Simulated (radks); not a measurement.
Problem. The mean radii <r> (bohr) of the occupied orbitals of an atom or ion are listed with their occupations. All-electron calculation, scalar-relativistic Kohn-Sham, r2SCAN, spin-unpolarised, spherical densities, finite nucleus; meta-GGA in the generalised Kohn-Sham scheme; Fermi nuclear charge, rms radius of each element as measured or else 0.836 A^(1/3) + 0.57 fm. Program: a radial shooting solver on a logarithmic mesh with Libxc functionals.

orbital  occ.      <r>
1s          2  0.06646
2s          2   0.3073
2p          6   0.2738
3s          2   0.9242
3p          6   0.9727
3d          1    1.103
4p          1    2.788

Name the element and its charge.

Solution. Z = 23, vanadium, charge +3: V3+ in [Ar] 3d1 4p1. The 1s radius gives Z: for a bare nucleus <r> = (2 gamma + 1)/(2Z) with gamma = sqrt(1 - (Z/c)^2), 0.0646 bohr for Z = 23, and screening makes it slightly larger (0.06646 here). The occupations add up to 20, and the charge is Z minus that.
